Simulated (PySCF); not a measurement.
ITl, singlet, geometry from GFN2-xTB (such geometries of metal compounds can be far from the true shape) (core potentials on I, Tl). Base run: TPSS/def2-SVP run with PySCF.

Input for PySCF:
```python
from pyscf import gto, scf, dft

mol = gto.Mole()
mol.atom = '''
    Tl   -0.000000   -0.000000   -1.116443
    I     0.000000    0.000000    1.706261
'''
mol.basis = 'def2-svp'
mol.ecp = {'I': 'def2-svp', 'Tl': 'def2-svp'}
mol.charge = 0
mol.spin = 0
mol.verbose = 5
mol.build()

mf = dft.RKS(mol)
mf.xc = 'tpss'
mf.kernel()
```

Variants of this job, named by their change:

```csv
change,ΔE vs base (µEh),fitting functions,dipole (D),outcome
base,0.0,-,4.12,converged
auxbasis = even-tempered beta=1.6,-8.0,588,4.12,converged
auxbasis = even-tempered beta=2.0,-401,410,4.12,converged
auxbasis = autoaux,-48.4,421,4.12,converged
auxbasis = def2-universal-jkfit,-6.8,469,4.12,converged
auxbasis = cc-pvtz-jkfit,-,-,-,input refused
auxbasis = cc-pvtz-ri,-,-,-,input refused
auxbasis = def2-universal-jfit,-108,116,4.11,converged
auxbasis = def2-svp-ri,-,-,-,input refused
auxbasis = cc-pvqz-jkfit,-,-,-,input refused
```

A fitting set is made for a task (jfit for Coulomb, jkfit for Coulomb and exchange, ri for correlation) and for a family of orbital bases.

- auxbasis = cc-pvtz-jkfit: ended with `pyscf.lib.exceptions.BasisNotFoundError: Basis set not found for I in cc-pvtz-jkfit`
- auxbasis = cc-pvtz-ri: ended with `pyscf.lib.exceptions.BasisNotFoundError: Basis set not found for I in cc-pvtz-ri`
- auxbasis = def2-svp-ri: ended with `pyscf.lib.exceptions.BasisNotFoundError: Basis set not found for I in def2-svp-ri`
